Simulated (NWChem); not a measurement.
Species: C5H2F2; SMILES C#CC(F)(F)C#C

**Question.** Give the equilibrium geometry at PBE0/def2-SVP (NWChem) as a Z-matrix, with the point group.

**Answer.** point group C2v; any orientation.
```
C
F 1 1.3541
F 1 1.3541 2 106.77
C 1 1.4713 2 109.55 3 118.55
C 4 1.2079 2 146.73 1 -179.19
H 5 1.0754 2 157.94 1 -179.69
C 1 1.4713 2 109.55 3 -118.55
C 7 1.2079 2 146.73 1 179.19
H 8 1.0754 2 157.94 1 179.69
```
